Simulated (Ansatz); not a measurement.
CH3ClF2SeZr (`C[Se][Zr]([F])([F])[Cl]`): the same geometry under several functionals.

```yaml
crystal:
  periodic: [false, false, false]
  atoms:
    - {symbol: C, position_ang: [-0.059997, -1.176267, 1.061952]}
    - {symbol: Se, position_ang: [1.569392, -0.106840, 0.746637]}
    - {symbol: Zr, position_ang: [0.230547, 1.101861, -1.032752]}
    - {symbol: F, position_ang: [-0.454545, -0.194070, -2.231996]}
    - {symbol: F, position_ang: [1.364765, 2.322412, -1.914623]}
    - {symbol: Cl, position_ang: [-1.573711, 2.197382, -0.010016]}
    - {symbol: H, position_ang: [-0.401571, -0.976319, 2.074414]}
    - {symbol: H, position_ang: [-0.876269, -0.944179, 0.370562]}
    - {symbol: H, position_ang: [0.201399, -2.223992, 0.935812]}
basis:
  gaussian: {orbitals: def2-TZVPP}
hamiltonian: {xc: {name: BLYP}, dispersion: d4}
output: {orbitals: {seedname: orbitals}}
```

```sh
$ ansatz run in.yaml --threads 2 --pin off --events-out ev --progress --plain --max-ram 22528MiB --backend cuda --devices 0, --max-vram 18GiB
```

Output, abridged:

```
Functional definition: BLYP
1662 factors; their error is unknown
mean field evaluation 1: about -85670.3323 eV, gradient 8.5e1 eV
mean field evaluation 2: about -85585.1474 eV, gradient 2.4e2 eV
mean field evaluation 4: about -85682.1339 eV, gradient 2.5e1 eV
mean field evaluation 8: about -85683.4862 eV, gradient 5.3e-1 eV
mean field evaluation 16: about -85683.4410 eV, gradient 3.8e-3 eV
mean field -85683.44103778 eV, -3148.8083798160 hartree, gradient 5.6e-5 eV, S^2 0.000000; 0 other end points of the search recorded, 0 dependent functions left out
reference -85683.44147588 eV, -3148.8083959159 hartree; 45, 45 occupied and 236, 236 virtual orbitals, 1662 factors
Total energy: -85684.00056531 eV, -3148.8289420734 hartree
```

It took 2.2 s on 2 threads of an AMD EPYC 7R13 on a shared host and a share of an NVIDIA H100 80 GB, with 0.87 GiB of host memory at the peak.

With the line `hamiltonian: {xc: {name: wB97X-V}}` (abridged; 4.1 s):

```
Functional definition: wB97X-V
mean field evaluation 16: about -85673.2536 eV, gradient 3.4e-4 eV
mean field -85673.25362540 eV, -3148.4339993165 hartree, gradient 5.2e-5 eV, S^2 0.000000
Total energy: -85673.25362209 eV, -3148.4339991949 hartree
```

With the line `hamiltonian: {xc: {name: LC-wPBE}}` (abridged; 3.6 s):

```
Functional definition: LC-wPBE
mean field evaluation 16: about -85668.4658 eV, gradient 3.4e-4 eV
mean field -85668.46578633 eV, -3148.2580494759 hartree, gradient 2.1e-5 eV, S^2 0.000000
Total energy: -85668.46578634 eV, -3148.2580494763 hartree
```

With the line `hamiltonian: {xc: {name: PBE-QIDH}}` (abridged; 2.7 s):

```
Functional definition: PBE-QIDH
mean field evaluation 16: about -85637.0557 eV, gradient 1.1e-3 eV
mean field -85637.05574388 eV, -3147.1037517062 hartree, gradient 8.6e-6 eV, S^2 0.000000
17 core orbitals not correlated: weight in the atoms' cores, before any rotation towards them, 1.000 or more for the frozen orbitals, at most 0.000 for the correlated occupied ones
second order -45.59840946 eV of doubles, -0.00000000 eV of singles
Total energy: -85652.25523311 eV, -3147.6623226331 hartree
```

With the line `hamiltonian: {xc: hse06, dispersion: d4}` (abridged; 5.5 s):

```
Functional definition: HSE06
mean field evaluation 16: about -85665.0000 eV, gradient 2.4e-4 eV
mean field -85665.00003758 eV, -3148.1306855584 hartree, gradient 3.5e-5 eV, S^2 0.000000
Total energy: -85665.22394056 eV, -3148.1389138413 hartree
```

Changing it to `hamiltonian: {xc: {name: B3LYP}, dispersion: d4}` and forces (abridged; 3.5 s):

```
Functional definition: B3LYP
mean field evaluation 16: about -85686.0311 eV, gradient 5.0e-4 eV
mean field -85686.03113416 eV, -3148.9035641023 hartree, gradient 3.9e-5 eV, S^2 0.000000
Total energy: -85686.47028738 eV, -3148.9197026855 hartree
Atom 0 force    -0.300771    -0.224799     0.086169 eV/Å
Atom 1 force     0.377541     0.064617     0.098292 eV/Å
Atom 2 force     0.016986     0.025095     0.010578 eV/Å
Atom 3 force    -0.106514    -0.216414    -0.196639 eV/Å
Atom 4 force     0.194275     0.202723    -0.139612 eV/Å
Atom 5 force    -0.223275     0.141097     0.128312 eV/Å
Atom 6 force     0.011139    -0.034771    -0.072350 eV/Å
Atom 7 force     0.067473    -0.022822     0.063187 eV/Å
Atom 8 force    -0.036854     0.065274     0.022063 eV/Å
Dipole moment:    -0.059671    -0.299007     0.205652 e Å
```

HSE06 is the plane-wave form, built on full-range PBE exchange.

B3LYP takes the VWN-RPA correlation (the form of Gaussian; ORCA's B3LYP/G).
